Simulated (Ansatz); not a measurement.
Input file for Ansatz (an electronic-structure program): R-CCSD(T)/def2-SVP on CH3GeI (SMILES [CH3][Ge][I]), a point of a torsion scan. Elements past Kr take the def2 small-core potentials; no spin–orbit coupling. The run froze 24 orbitals, filled d shells among them.

Ansatz 0.2 input:
```yaml
crystal:
  periodic: [false, false, false]
  atoms:
    - {symbol: C, position_ang: [-0.69104815, -0.02453939, 0.03559566]}
    - {symbol: Ge, position_ang: [0.92640292, 1.20996000, -0.08666876]}
    - {symbol: I, position_ang: [1.72567698, 1.05823203, 2.34689050]}
    - {symbol: H, position_ang: [-0.87951849, -0.46299268, 1.01446910]}
    - {symbol: H, position_ang: [-1.58572489, 0.52654100, -0.26519579]}
    - {symbol: H, position_ang: [-0.57342405, -0.84035492, -0.68229252]}
basis:
  gaussian:
    orbitals: def2-SVP
magnetization: {spin_polarized: false}
correlation: {method: ccsd_t, electrons: outside_noble_gas}
scf: {lower_state_search: off}
```

### Question
Predict the final total energy.

### Answer
-2411.7334 hartree (reference determinant -2411.3669, T1 diagnostic 0.016).
